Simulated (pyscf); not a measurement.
# H₂C=OH⁺, singlet

Gas-phase minimum from PySCF at ωB97X-D3(BJ)/def2-SVP, one conformer. 

```xyz
5

C      0.1104     0.4636    -0.0675
O      1.0091     0.1799    -0.8800
H      0.4388     0.9328     0.8743
H     -0.9531     0.2539    -0.2788
H      0.7185    -0.2414    -1.7221
```
Charge +1, spin multiplicity 1.

Bond lengths (Å): C1–O2 1.244, C1–H3 1.102, C1–H4 1.104, O2–H5 0.985. Angles (°): O2–C1–H3 116.1, O2–C1–H4 121.8, H3–C1–H4 122.1, C1–O2–H5 116.3.

Properties at ωB97X-D3(BJ)/def2-SVP:

| Property | Value |
|---|---|
| Harmonic wavenumbers, unscaled | 1027, 1098, 1243, 1359, 1476, 1722, 3118, 3270, 3631 cm⁻¹ |
| Zero-point energy | 25.7 kcal/mol |
| Rotational symmetry number | 1 |
| Entropy of this conformer at 298 K and 1 atm, rigid rotor and harmonic oscillator, modes under 100 cm⁻¹ raised to 100 | 228.0 J/(mol K) |
| Dipole moment | depends on origin |

Single-point totals, which compare only within one level (frozen core for MP2 and CC):

```
level                   total energy (hartree)
----------------------  ----------------------
ωB97X-D3(BJ)/def2-TZVP              -114.86453
PBE/def2-TZVP                       -114.69881
r²SCAN/def2-TZVP                    -114.76763
B3LYP-D3(BJ)/def2-TZVP              -114.83828
PBE0-D3(BJ)/def2-TZVP               -114.70334
M06-2X/def2-TZVP                    -114.78035
ωB97M-D3(BJ)/def2-TZVP              -114.85711
HF/def2-TZVPP                       -114.21222
MP2/def2-TZVPP                      -114.59133
CCSD/def2-TZVPP                     -114.60779
CCSD(T)/def2-TZVPP                  -114.62230
```

The CCSD(T) − MP2 part came from Ansatz, without density fitting, on the same reference.
